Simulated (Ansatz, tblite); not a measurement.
Forces on Cu4Os at its B3LYP-D4/def2-SVP geometry. Total charge 0; singlet.

In the def2 sets Os takes a core potential; there is no spin–orbit coupling. The xTB rows come from tblite. The restricted singlet is unstable towards broken spin symmetry at other levels; at PBE-D4/def2-TZVP this wasn't settled. At PBE-D4/def2-TZVP an occupied level lies above an empty one. Another isomer (quintet) lies 1.62 eV lower at PBE0-D4/def2-TZVP; other spin states weren't run for this one.

GFN1-xTB (tblite), largest force 2.07 eV/Å:

```xyz
5
positions Å, forces eV/Å
Os    0.000    0.000    0.000    0.000    0.000    0.000
Cu    0.257    1.389   -2.005   -0.067   -1.271    1.637
Cu   -0.085   -2.369    0.630   -0.054    1.964   -0.667
Cu   -1.528    1.860   -0.470    1.193   -1.604    0.553
Cu    1.356   -0.880    1.845   -1.071    0.912   -1.524
```

GFN2-xTB (tblite), largest force 0.40 eV/Å:

```
Os 0.000 0.000 0.000
Cu -0.315 0.132 0.212
Cu 0.259 0.191 0.241
Cu 0.273 -0.024 -0.294
Cu -0.216 -0.299 -0.159
```

PBE-D4/def2-TZVP (Ansatz), largest force 0.30 eV/Å:

```
Os 0.000 0.000 0.000
Cu 0.203 -0.213 0.021
Cu -0.177 0.067 -0.226
Cu -0.063 -0.143 0.250
Cu 0.038 0.289 -0.045
```
